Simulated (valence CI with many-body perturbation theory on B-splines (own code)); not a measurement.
Values are calculated unless marked as measured or tabulated.
## Assign the levels of Mo XXX

Level of theory: relativistic CI+MBPT: three valence electrons over a frozen Dirac-Fock core [Ne], a basis of 11 s, 11 p, 10 d, 8 f, 5 g, 2 h functions for each j, with the one-electron correlation potential Σ1, the two-electron term Σ2, the three-electron term Σ3, Breit, model QED; selected CI, second order for the rest, scaled by the run's own slope (own B-spline code, finite nucleus).

The last digits are not significant, and no measured levels were compared; by estimate large intervals hold to a few tenths of a per cent, small ones and those within an open d or f shell to about a per cent.

| No. | J | Parity | E (cm⁻¹) | g |
| --- | --- | --- | --- | --- |
| 1 | 1/2 | odd | 0 | 0.661 |
| 2 | 3/2 | odd | 204080 | 1.331 |
| 3 | 1/2 | even | 539870 | 2.508 |
| 4 | 3/2 | even | 668530 | 1.702 |
| 6 | 3/2 | even | 816910 | 0.869 |
| 12 | 5/2 | even | 1162300 | 1.201 |
| 14 | 3/2 | odd | 1500700 | 0.589 |
| 18 | 7/2 | odd | 1606300 | 1.256 |
| 21 | 1/2 | odd | 1630500 | 0.286 |
| 22 | 1/2 | odd | 1669000 | 0.656 |

Energies count from the lowest level. Strongly mixed levels and levels close to another of their J and parity are left out, so the numbers can have gaps.

Q: Give configuration and LS term of each level.

A: 1: 3s2 3p 2P°; 2: 3s2 3p 2P°; 3: 3s 3p2 4P; 4: 3s 3p2 4P; 6: 3s 3p2 2D; 12: 3s2 3d 2D; 14: 3s 3p 3d 4F°; 18: 3s 3p 3d 4F°; 21: 3s 3p 3d 4D°; 22: 3p3 2P°.
